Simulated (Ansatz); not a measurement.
`F[SiH2][O][GeH3]` + `[GeH3][TeH]` → `[GeH3][Te][GeH3]` + `O[SiH2]F` at 400 K and 1 bar (ligand exchange at a Ge–O bond).

Isolated molecules relaxed with PBE0-D4/def2-TZVP in Ansatz; ΔE leaves out vibrations. CCSD(T)/CBS is the MP2 limit (def2-TZVPP, def2-QZVPP) plus CCSD(T) − MP2 in def2-TZVPP, frozen cores. Elements past krypton have def2 core potentials. For Ge, Te outer-core shells are correlated without core-valence functions, which leaves a few kJ/mol of doubt a bond. Scalar relativity is left out up to krypton. One conformer a species, not always the lowest.

```tsv
species	CCSD(T)/CBS energy (Eh)	H − E (kJ/mol)	S (J/(mol·K))
`F[SiH2][O][GeH3]`	-2543.28863	158.4	390.3
`[GeH3][TeH]`	-2346.24724	101.5	333.5
`[GeH3][Te][GeH3]`	-4423.58669	158.2	419.5
`O[SiH2]F`	-465.96250	110.6	296.9
```

H − E and S are ideal-gas, rigid-rotor, harmonic terms from PBE0-D4/def2-TZVP, for one conformer and one mirror image of each species. 1 Eh = 2625.50 kJ/mol, R = 8.31446 J/(mol·K).

Question: By hand: ΔE, ΔH, ΔS and ΔG.

Answer: ΔE = (-4423.58669) + (-465.96250) − (-2543.28863) − (-2346.24724) = -0.01332 Eh = -35.0 kJ/mol. Δ(H − E) = 158.2 + 110.6 − 158.4 − 101.5 = 8.9, so ΔH = -26.1 kJ/mol. ΔS = 419.5 + 296.9 − 390.3 − 333.5 = -7.4 J/(mol·K). ΔG = -26.1 − 400 × (-7.4)/1000 = -23.1 kJ/mol.

Question: By hand: the equilibrium constant, and the temperature at which ΔG would vanish if ΔH and ΔS stayed fixed.

Answer: log₁₀ K = −ΔG/(RT ln 10) = 3.0. ΔG = 0 at ΔH/ΔS = 3527 K, far beyond where these terms or the molecules hold.

The number of gas molecules stays the same, so ΔS is small and ΔH decides. A doubt of 5 kJ/mol in ΔE shifts log₁₀ K by 0.7 here. Other conformers and mirror images would add mixing entropy, several J/(mol·K) or more a flexible species. Modes under 60 cm⁻¹, often nearly free rotors, make the harmonic entropy too high. These are equilibria of isolated gas molecules and say nothing of rates. Largest T1 diagnostic: 0.012 (customary marks: 0.02 for closed shells, 0.045 for open ones).
